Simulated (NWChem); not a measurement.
Molecule: CCl₃F; SMILES FC(Cl)(Cl)Cl

Program: NWChem. The geometry was optimised at PBE0/def2-SVP. Level: PBE0/def2-SVP with SMD (1 M gas to 1 M solution), gas-phase geometry.

For solvent water:

- solvation free energy (kcal/mol): 1.8
- cavity-dispersion-structure term (kcal/mol): 2.0

**Question.** How do the values read with solvent n-hexane instead?

**Answer.** 
- solvation free energy (kcal/mol) = -2.6
- cavity-dispersion-structure term (kcal/mol) = -2.5
